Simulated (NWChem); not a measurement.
Molecule: CH3Cl3Sn; SMILES [CH3][Sn]([Cl])([Cl])[Cl]

Results from NWChem. All runs use the structure optimised with PBE0/def2-SVP. No frequency run checked for a minimum. def2 effective core potentials on Sn; no spin-orbit coupling. Ions are spin-unrestricted doublets at the neutral geometry; other ion states weren't tried.

```csv
level,−ε(HOMO) (eV)
B3LYP/def2-SVP,8.59
PBE/def2-SVP,7.47
BHandHLYP/def2-SVP,(withheld)
Hartree-Fock/def2-SVP,12.01
"LDA (Slater exchange, VWN5)/def2-SVP",7.55
```

### Question
Fill in the missing entries.

### Answer

- BHandHLYP/def2-SVP, −ε(HOMO) (eV): 10.10
